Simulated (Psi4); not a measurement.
H$_{4}$Ge, charge +1, doublet, geometry from GFN2-xTB (a state made from the parent by changing its charge; the spin is typed, not shown lowest); Psi4 1.11 with B97M-V/cc-pVTZ.

Psi4 was given this input:
```
memory 2 GB

molecule mol {
1 2
Ge   -0.000000   -0.000000    0.000000
H    -0.676467   -0.627685   -1.224443
H     0.649604   -0.613791    1.245846
H    -1.221361    0.658879    0.651930
H     1.248223    0.582596   -0.673333
}

set {
  basis cc-pvtz
  reference uks
}

energy('b97m-v')
print_variables()
```

Question: Predict the main parts of the log of this Psi4 run.

Answer: 
```
   => Loading Basis Set <=

    Name: CC-PVTZ
    Role: ORBITAL
    Keyword: BASIS

         ---------------------------------------------------------
                                   SCF
               by Justin Turney, Rob Parrish, Andy Simmonett
                          and Daniel G. A. Smith
                              UKS Reference
         ---------------------------------------------------------

  ==> Geometry <==

    Molecular point group: c1
    Full point group: C1

    Geometry (in Angstrom), charge = 1, multiplicity = 2:

       Center              X                  Y                   Z               Mass
    ------------   -----------------  -----------------  -----------------  -----------------
         GE           0.000000012929     0.000000012929    -0.000000000000    73.921177761000
         H           -0.676466987071    -0.627684987071    -1.224443000000     1.007825032230
         H            0.649604012929    -0.613790987071     1.245846000000     1.007825032230
         H           -1.221360987071     0.658879012929     0.651930000000     1.007825032230
         H            1.248223012929     0.582596012929    -0.673333000000     1.007825032230

  Running in c1 symmetry.

  Rotational constants: A =      3.05627  B =      3.05627  C =      2.12782 [cm^-1]
  Rotational constants: A =  91624.56103  B =  91624.53814  C =  63790.36011 [MHz]
  Nuclear repulsion =   45.459459146663882

  Charge       = 1
  Multiplicity = 2
  Electrons    = 35
  Nalpha       = 18
  Nbeta        = 17

  ==> Algorithm <==

  SCF Algorithm Type is DF.
  DIIS enabled.
  MOM disabled.
  Fractional occupation disabled.
  Guess Type is SAD.
  Energy threshold   = 1.00e-06
  Density threshold  = 1.00e-06
  Integral threshold = 1.00e-12

  ==> Primary Basis <==

  Basis Set: CC-PVTZ
    Blend: CC-PVTZ
    Number of shells: 39
    Number of basis functions: 99
    Number of Cartesian functions: 109
    Spherical Harmonics?: true
    Max angular momentum: 3

  ==> DFT Potential <==

   => LibXC <=

    Version 7.1.2
    S. Lehtola, C. Steigemann, M. J. T. Oliveira, and M. A. L. Marques,  SoftwareX 7, 1–5 (2018) (10.1016/j.softx.2017.11.002)

   => Composite Functional: B97M-V <=

    B97M-V GGA Exchange-Correlation Functional

    N. Mardirossian and M. Head-Gordon,  J. Chem. Phys. 142, 074111 (2015) (10.1063/1.4907719)

    Deriv               =              1
    GGA                 =           TRUE
    Meta                =           TRUE

    Exchange Hybrid     =          FALSE
    MP2 Hybrid          =          FALSE

   => Exchange-Correlation Functionals <=

    1.0000   B97M-V exchange-correlation functional

   => LibXC Density Thresholds  <==

    XC_MGGA_XC_B97M_V:  1.00E-15

   => VV10 Non-Local Parameters <=

    VV10 B              =     6.0000E+00
    VV10 C              =     1.0000E-02

   => Molecular Quadrature <=

    Radial Scheme          =       TREUTLER
    Pruning Scheme         =           NONE
    Nuclear Scheme         =       TREUTLER

    Blocking Scheme        =         OCTREE
    BS radius alpha        =              1
    Pruning alpha          =              1
    Radial Points          =             75
    Spherical Points       =            302
    Total Points           =         109464
    Total Blocks           =            846
    Max Points             =            256
    Max Functions          =             99
    Weights Tolerance      =       1.00E-15

   => Loading Basis Set <=

    Name: (CC-PVTZ AUX)
    Role: JKFIT
    Keyword: DF_BASIS_SCF

  ==> Integral Setup <==

  SCF_SUBTYPE=INCORE selected. In-core MEM_DF algorithm will be used.
  Using in-core AOs.

  ==> MemDFJK: Density-Fitted J/K Matrices <==

    J tasked:                   Yes
    K tasked:                    No
    wK tasked:                   No
    Algorithm:                 Core
    Schwarz Cutoff:           1E-12
    Mask sparsity (%):       0.0000
    Fitting Condition:        1E-10

   => Auxiliary Basis Set <=

  Basis Set: (CC-PVTZ AUX)
    Blend: CC-PVTZ-JKFIT
    Number of shells: 91
    Number of basis functions: 327
    Number of Cartesian functions: 409
    Spherical Harmonics?: true
    Max angular momentum: 4

  Minimum eigenvalue in the overlap matrix is 2.1401498635E-03.
  Reciprocal condition number of the overlap matrix is 4.1227047526E-04.
    Using symmetric orthogonalization.

  ==> Pre-Iterations <==

  SCF Guess: Superposition of Atomic Densities via on-the-fly atomic UHF (no occupation information).

   -------------------------
    Irrep   Nso     Nmo
   -------------------------
     A         99      99
   -------------------------
    Total      99      99
   -------------------------

  ==> Iterations <==

                           Total Energy        Delta E     RMS |[F,P]|

   @DF-UKS iter SAD: -2075.85683536677789   -2.07586e+03   0.00000e+00
   @DF-UKS iter   1: -2077.42806835722558   -1.57123e+00   2.19974e-02 DIIS/ADIIS
   @DF-UKS iter   2: -2073.73219274590383    3.69588e+00   5.38248e-02 DIIS/ADIIS
   @DF-UKS iter   3: -2078.55257160499696   -4.82038e+00   5.36088e-03 DIIS/ADIIS
   @DF-UKS iter   4: -2078.61511615953304   -6.25446e-02   1.88291e-04 DIIS/ADIIS
   @DF-UKS iter   5: -2078.61527387106344   -1.57712e-04   5.71809e-05 DIIS
   @DF-UKS iter   6: -2078.61529467424361   -2.08032e-05   1.28007e-05 DIIS
   @DF-UKS iter   7: -2078.61529606012118   -1.38588e-06   2.48452e-06 DIIS
   @DF-UKS iter   8: -2078.61529613235643   -7.22353e-08   2.44267e-07 DIIS
  Energy and wave function converged.

  ==> Post-Iterations <==

   Electrons on quadrature grid:
      Nalpha   =   17.9999994662 ; deviation = -5.338e-07
      Nbeta    =   16.9999983330 ; deviation = -1.667e-06
      Ntotal   =   34.9999977992 ; deviation = -2.201e-06

   @Spin Contamination Metric:   3.622767550E-03
   @S^2 Expected:                7.500000000E-01
   @S^2 Observed:                7.536227675E-01
   @S   Expected:                5.000000000E-01
   @S   Observed:                5.000000000E-01

    Orbital Energies [Eh]
    ---------------------

    Alpha Occupied:

[...]
    Alpha Virtual:

[...]
    Beta Occupied:

[...]
    Beta Virtual:

[...]
      99A      4.860741

    Final Occupation by Irrep:
              A
    DOCC [    17 ]
    SOCC [     1 ]
    NA   [    18 ]
    NB   [    17 ]

  @DF-UKS Final Energy: -2078.61529613235643

   => Energetics <=

    Nuclear Repulsion Energy =             45.4594591466638818
    One-Electron Energy =               -2976.8171551778241337
    Two-Electron Energy =                 932.5723491343759406
    DFT Exchange-Correlation Energy =     -79.9774356959504757
    Empirical Dispersion Energy =           0.0000000000000000
    VV10 Nonlocal Energy =                  0.1474864603784811
    Total Energy =                      -2078.6152961323564341

  UHF NO Occupations:
  HONO-2 :   16  A 1.9992622
  HONO-1 :   17  A 1.9992622
  HONO-0 :   18  A 1.0000000
  LUNO+0 :   19  A 0.0007378
  LUNO+1 :   20  A 0.0007378
  LUNO+2 :   21  A 0.0003191
  LUNO+3 :   22  A 0.0000052

Computation Completed

Properties will be evaluated at   0.000000,   0.000000,   0.000000 [a0]

Properties computed using the SCF density matrix

 Multipole Moments:

 ------------------------------------------------------------------------------------
     Multipole            Electronic (a.u.)      Nuclear  (a.u.)        Total (a.u.)
 ------------------------------------------------------------------------------------

 L = 1.  Multiply by 2.5417464519 to convert [e a0] to [Debye]
 Dipole X            :          0.0000181           -0.0000010            0.0000170
 Dipole Y            :          0.0000002           -0.0000010           -0.0000008
 Dipole Z            :         -0.0000266            0.0000000           -0.0000266
 Magnitude           :                                                    0.0000316

 ------------------------------------------------------------------------------------

  Variable Map:
  ----------------------------------------------------------------------------
[...]
  Array Variable Map:
  ----------------------------------------------------------------------------
[...]
[...]
```
